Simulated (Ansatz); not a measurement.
Reaction (homolysis of the H–Si bond): `N[SiH](O)Cl` → H• + `N[Si](O)Cl`•

Computed with Ansatz on PBE0-D4/def2-TZVP structures; ΔE is electronic, products minus reactants. CCSD(T)/CBS adds triple-zeta CCSD(T) − MP2 to the extrapolated MP2 energy (def2 sets, frozen cores). This one scheme is used for every species, atoms too. Open shells (•) are unrestricted, without spin–orbit coupling. One conformer a species, not always the lowest.

```
      species  MP2/def2-QZVPP energy (Eh)
`N[SiH](O)Cl`                  -881.16839
           H•                    -0.49998
`N[Si](O)Cl`•                  -880.51332
```

(1) Work out ΔE.

Largest T1 diagnostic among the species: 0.013.

Results:

(1) ΔE = (-0.49998) + (-880.51332) − (-881.16839) = 0.15509 Eh = +407.2 kJ/mol. CCSD(T)/CBS gives +419.4 kJ/mol.

At CCSD(T), def2-SVP lies −16.0 kJ/mol from the extrapolated value and def2-TZVPP −5.9 kJ/mol: correlation converges slowly with the basis, and small sets miss more of it in the bonded molecule than in its fragments. In def2-TZVPP, CCSD(T) changes the Hartree–Fock value by +76.5 kJ/mol (the triples alone add −0.9 kJ/mol) and MP2 by +67.1 kJ/mol; breaking electron pairs costs correlation energy, which Hartree–Fock lacks. Leaving LDA and LC-ωPBE aside and taking each functional with its dispersion term where it has one, the values, not all of them listed here, spread over 39.4 kJ/mol, from revPBE-D4 to ωB97M-V. LDA lies +40.9 kJ/mol from PBE without D4, its usual overbinding.
